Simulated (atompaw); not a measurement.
## Cutoff test, lithium (Li), PAW (atompaw)

Li, PAW, made with atompaw 4.2.0.5 (PBE, scalar-relativistic). Core none, reference 1s2 2s1 2p0. Waves: 1s (bound): rc 0.60 bohr; 2s (bound): rc 3.00 bohr; 2p (bound, empty): rc 3.00 bohr; 2p channel at 0.75 Ry: rc 3.00 bohr. Local part: troulliermartins scheme with l = 2 at 0 Ry, radius 2.20 bohr. Core correction: none. Augmentation charge: sinc compensation charge, radius 2.85 bohr; PAW radius 3.00 bohr; waves and projectors: custom rrkj gramschmidtortho.

The pseudo-atom Hamiltonian at the reference potential is diagonalised in spherical Bessel functions j_l(qr) that vanish at 20 bohr, with q² up to the cutoff. All-electron valence levels (Ry): 1s -3.8112, 2s -0.2112, 2p -0.0801.

Question: How do the lowest levels (Ry) of each channel move with the cutoff, and are there ghosts?

Answer:

| cutoff (Ry) | s #1 | s #2 | p #1 | p #2 | d #1 | f #1 | f #2 | Σ f·Δε (mRy) |
| --- | --- | --- | --- | --- | --- | --- | --- | --- |
| 8 | -0.2112 | 0.0050 | -0.0800 | 0.0384 | 0.0439 | 0.0982 | 0.2207 | 7199.9 |
| 21 | -2.3472 | -0.2112 | -0.0801 | 0.0384 | 0.0439 | 0.0982 | 0.2207 | 2928.1 |
| 40 | -3.4038 | -0.2112 | -0.0801 | 0.0384 | 0.0439 | 0.0982 | 0.2207 | 814.9 |
| 70 | -3.7396 | -0.2112 | -0.0801 | 0.0384 | 0.0439 | 0.0982 | 0.2207 | 143.2 |
| 110 | -3.8042 | -0.2112 | -0.0801 | 0.0384 | 0.0439 | 0.0982 | 0.2207 | 14.0 |
| 200 | -3.8110 | -0.2112 | -0.0801 | 0.0384 | 0.0439 | 0.0982 | 0.2207 | 0.4 |
| 400 | -3.8112 | -0.2112 | -0.0801 | 0.0384 | 0.0439 | 0.0982 | 0.2207 | 0.0 |

Result: no extra level below or beside the all-electron valence levels (s, p, d, f tested); 10 mRy is reached at 120 Ry and 1 mRy at 160 Ry.
